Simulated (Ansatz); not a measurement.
Ga(I)(OH)2 (GaH₂IO₂), SMILES [OH][Ga]([OH])[I].

Coordinates come from a B3LYP-D3(BJ)/def2-SVP optimisation. The structure was generated by enumeration; whether it is a known compound was not checked. The def2 effective core potentials stand for the cores of I; spin–orbit coupling is left out. The values are those of a single conformer.

Two levels are set side by side: PBE/def2-SVPD (Ansatz, a program for electronic structure) and CAM-B3LYP/def2-SVPD (Ansatz). Energy differences of separate SCF runs at the same geometry; the states with an electron removed or added have multiplicity 2 and 2. Differences are taken from unrounded values.

```csv
quantity,CAM-B3LYP,PBE,PBE minus CAM-B3LYP
vertical ionisation energy (eV),10.38,9.94,-0.44
vertical singlet–triplet gap (eV),4.92,4.46,-0.45
```
